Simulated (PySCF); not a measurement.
Dipole response of Hf (hafnium, neutral)

[Xe] 4f14 5d2 6s2, high-spin 3F determinant. All numbers are calculated (PySCF 2.14, scalar relativity through the core potential, in aug-cc-pVTZ-PP with one added diffuse shell each of s, p, d, f, g type with ECP60MDF (7s7p6d4f3g, 113 functions)). Coupled (time-dependent) response in atomic units; α is the mean over directions.

| method | mean α (bohr³) | C₆ (like pair) | S(−4) |
| --- | --- | --- | --- |
| PBE0 | 103.8 | 1405 | 4671 |

S(−4) is the Cauchy moment in α(ω) = α(0) + S(−4) ω² + …

Reference α: 103 ± 6 bohr³ (recommended; Schwerdtfeger and Nagle, table of static dipole polarizabilities (2023 update)). Published C₆: 1040 (Gould and Bucko (2016)).

Spin-orbit coupling is absent.

α(iu) at PBE0:

| u (hartree) | α(iu) (bohr³) |
| --- | --- |
| 0 | 103.8 |
| 0.0500 | 93.77 |
| 0.100 | 74.41 |
| 0.200 | 43.86 |
| 0.300 | 28.00 |
| 0.500 | 14.68 |
| 0.750 | 8.592 |
| 1.00 | 5.846 |
| 1.50 | 3.337 |
| 2.00 | 2.183 |
| 3.00 | 1.140 |
| 5.00 | 0.4621 |

A single London oscillator, α(iu) = α/(1 + u²/ω²), gives C₆ = (3/4) ω α². Matching the computed C₆ needs ω = 4 × 1405 / (3 × 103.8²) = 0.174 hartree.

Energies and moments cover only the electrons outside the core potential. Spin-orbit coupling, absent here, splits the open shell strongly.
